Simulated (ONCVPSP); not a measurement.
## Pt, ONCV: configuration errors across variants

ONCVPSP 4.0.1 input, shortened (lines: element, Z, core and valence counts, functional; n l f; lmax; l rc ep ncon nbas qcut; lloc lpopt rc5 dvloc0; l nproj debl; icmod fcfact rcfact), BLYP, non-relativistic:

```
  Pt 78.00   10    4  -106131      upf
    1    0    2.00
    2    0    2.00
    2    1    6.00
    3    0    2.00
    3    1    6.00
    3    2   10.00
    4    0    2.00
    4    1    6.00
    4    2   10.00
    4    3   14.00
    5    0    2.00
    5    1    6.00
    5    2    9.00
    6    1    1.00
    2
    0    1.65    0.00    4    9    8.10
    1    2.10    0.00    4    8    6.80
    2    1.40    0.00    4    8    5.70
    4    5    1.05    0.00
    0    3    1.30
    1    3    1.50
    2    2    0.50
    2    0.45    1.15
```

In the s channel the program set the typed energies aside and used -2.999, 0.250, 1.550 Ha.

All-electron excitation energies from the reference (eV): (1) 5s2 5p6 5d9 6s1 6p0 -3.400; (2) 5s2 5p6 5d9 6p0 3.889; (3) 5s2 5p6 5d8 6p0 24.374; (4) 5s2 5p6 5d8 6s1 6p0 8.825.

1 further variants failed, have other tests or another functional or relativity, and are left out.

A true bound ghost makes a file unfit for plane-wave use even where its test errors are small: the radial tests pick states by their node count and pass the ghost by.

Errors AE − PS in meV (a dash: test not solved or not reliable):

```tsv
change	(1)	(2)	(3)	(4)	bound ghosts	GHOST(+) flags above zero
base	-0.1	0.0	+0.8	-0.7	none	s
s: qcut 7.3	-0.2	0.0	+0.8	-1.2	none	s
d: rc 1.94	0.0	0.0	+2.7	+3.4	none	s
all radii but the core radius scaled by about 0.87 (s 1.44, p 1.84, d 1.22 bohr); local potential polynomial inside 0.92 bohr (lpopt 5, dvloc0 0 Ha)	0.0	0.0	+0.6	-0.3	s	p
```

Problem. Give the same row for: s: qcut 6.9; p: qcut 5.8; d: qcut 4.8.

Solution. -0.3, 0.0, +0.5, -1.8; bound ghosts: d; GHOST(+) flags above zero: s, p.
